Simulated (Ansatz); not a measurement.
A run for Ansatz (a program for electronic structure): R-CCSDT(Q)/cc-pVQZ on GaH (SMILES [GaH]), 2S+1 = 1, a spin state set in the input, which need not be the lowest. The run froze 14 orbitals, filled d shells among them.

Ansatz 0.2 input:
```yaml
crystal:
  periodic: [false, false, false]
  atoms:
    - {symbol: Ga, position_ang: [-0.00000000, -0.00000000, -0.05278339]}
    - {symbol: H, position_ang: [0.00000000, 0.00000000, 1.63628517]}
basis:
  gaussian:
    orbitals: cc-pVQZ
magnetization: {spin_polarized: false}
correlation: {method: ccsdt_q, electrons: outside_noble_gas}
scf: {omitted_lower_state_checks: [cluster_reference]}
```

It printed:

```
WARN ansatz: RAYON_NUM_THREADS=2 ignored (pool sized by the plan → 2); use --threads N
Functional definition: HF
these checks for a lower state are left out or cut short: cluster_reference
integrals: 0.16 GiB planned
1112 factors; integrals over basis functions are off by at most 2.5e-7 eV
mean field: 0.21 GiB planned
mean field evaluation 1: about -52350.0032 eV, gradient 7.3e0 eV
mean field evaluation 2: about -52350.0039 eV, gradient 7.3e0 eV
mean field evaluation 4: about -52350.3523 eV, gradient 8.5e-1 eV
mean field evaluation 8: about -52350.3557 eV, gradient 3.8e-5 eV
mean field -52350.35574449 eV, -1923.8400892645 hartree, gradient 4.2e-6 eV, S^2 0.000000; 0 other end points of the search recorded, 0 dependent functions left out
14 core orbitals not correlated
reference -52350.35574449 eV, -1923.8400892645 hartree; 2, 2 occupied and 82, 82 virtual orbitals, 1112 factors
second order -1.72581730 eV of doubles, -0.00000000 eV of singles
coupled cluster: 0.39 GiB planned
cycle   1  -2.01579783 eV  change   -2.9e-1 eV  update   6.0e-2
cycle   2  -2.24240050 eV  change   -2.3e-1 eV  update   2.9e-2
cycle   3  -2.24264936 eV  change   -2.5e-4 eV  update   6.5e-3
cycle   4  -2.24441615 eV  change   -1.8e-3 eV  update   2.8e-3
cycle   5  -2.24456859 eV  change   -1.5e-4 eV  update   6.8e-4
cycle   6  -2.24411642 eV  change    4.5e-4 eV  update   2.8e-4
cycle   7  -2.24411530 eV  change    1.1e-6 eV  update   1.1e-4
cycle   8  -2.24417835 eV  change   -6.3e-5 eV  update   4.0e-5
cycle   9  -2.24416371 eV  change    1.5e-5 eV  update   1.3e-5
cycle  10  -2.24415875 eV  change    5.0e-6 eV  update   3.4e-6
cycle  11  -2.24415829 eV  change    4.6e-7 eV  update   1.1e-6
cycle  12  -2.24415880 eV  change   -5.1e-7 eV  update   3.4e-7
cycle  13  -2.24415887 eV  change   -7.1e-8 eV  update   9.9e-8
perturbative correction -0.00127422 eV, -0.0000468267 hartree
Total energy: -52352.60117758 eV, -1923.9226074086 hartree
Checks for a lower state left out: cluster_reference
```

The calculation finished and met its thresholds.

Cost: about 12 core-seconds (a rough figure).
